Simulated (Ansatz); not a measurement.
Start from `C=[CH][SnH]([CH3])[F]` and change one atom or group to get `C#[C][SnH]([CH3])[F]`.

Ansatz, PBE0-D4/def2-TZVP geometries, multiplicity 1. Each molecule was computed in one conformer, which needn't be the lowest.

Elements past krypton have def2 core potentials.

```
                                                                                  property  `C=[CH][SnH]([CH3])[F]`
                                                       HOMO energy (B3LYP/def2-TZVPP) / eV                    -8.05
                                                       HOMO–LUMO gap (PBE/def2-TZVPP) / eV                     5.22
                                            size of the dipole moment (PBE/def2-TZVPP) / D                     3.09
                                          size of the dipole moment (B3LYP/def2-TZVPP) / D                     3.23
                                                     HOMO–LUMO gap (B3LYP/def2-TZVPP) / eV                     6.99
ideal-gas entropy at 298 K and 1 bar (rigid rotor, harmonic PBE0-D4/def2-TZVP) / J/(mol·K)                      386
```

**Question.** Give the same properties after the change, and the shifts. (An estimate is asked.)

**Answer.** Ansatz gave: 
```
                                                                                  property  `C#[C][SnH]([CH3])[F]`  shift
                                                       HOMO energy (B3LYP/def2-TZVPP) / eV                   -8.03   0.02
                                                       HOMO–LUMO gap (PBE/def2-TZVPP) / eV                    5.48   0.26
                                            size of the dipole moment (PBE/def2-TZVPP) / D                    2.94  -0.15
                                          size of the dipole moment (B3LYP/def2-TZVPP) / D                    3.08  -0.15
                                                     HOMO–LUMO gap (B3LYP/def2-TZVPP) / eV                    7.07   0.08
ideal-gas entropy at 298 K and 1 bar (rigid rotor, harmonic PBE0-D4/def2-TZVP) / J/(mol·K)                     376    -10
```

The zero-point energy changes by -60.8 kJ/mol with -6 modes. Dipoles are sizes alone; their direction can turn. Modes under 60 cm⁻¹, often nearly free rotors, make the harmonic entropy too high.

B3LYP here is the variant with VWN-RPA as its local correlation; programs differ in this.
